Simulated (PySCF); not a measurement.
Si(CF3)(F)3 (CF₆Si), SMILES FC(F)(F)[Si](F)(F)F.

The structure is a stationary point at B3LYP-D3(BJ)/def2-SVP.

Two levels are set side by side: TDA-PBE/def2-SVPD (PySCF) and TDA-CAM-B3LYP/def2-SVPD (PySCF). Vertical, same geometry. The lowest singlet is HOMO→LUMO 97 % with PBE and HOMO→LUMO 95 % with the other functional; states are paired by order. Differences are taken from unrounded values.

```json
[
 {"quantity": "lowest singlet excitation (eV)", "TDA-CAM-B3LYP": "9.94", "TDA-PBE": "8.34", "TDA-PBE minus TDA-CAM-B3LYP": "-1.60"},
 {"quantity": "lowest triplet excitation (TDA) (eV)", "TDA-CAM-B3LYP": "8.90", "TDA-PBE": "7.89", "TDA-PBE minus TDA-CAM-B3LYP": "-1.01"},
 {"quantity": "first bright state (f over 0.05) (eV)", "TDA-CAM-B3LYP": "9.94", "TDA-PBE": "8.34", "TDA-PBE minus TDA-CAM-B3LYP": "-1.60"},
 {"quantity": "its oscillator strength", "TDA-CAM-B3LYP": "0.09", "TDA-PBE": "0.07", "TDA-PBE minus TDA-CAM-B3LYP": "-0.03"}
]
```

Functionals without exact exchange tend to place singlet excitations lower, as here. Differences between two approximate levels are no errors against the true value.

Rough cost on one machine, each run with all the roots and properties that it gave: TDA-CAM-B3LYP against TDA-PBE about 6 times.
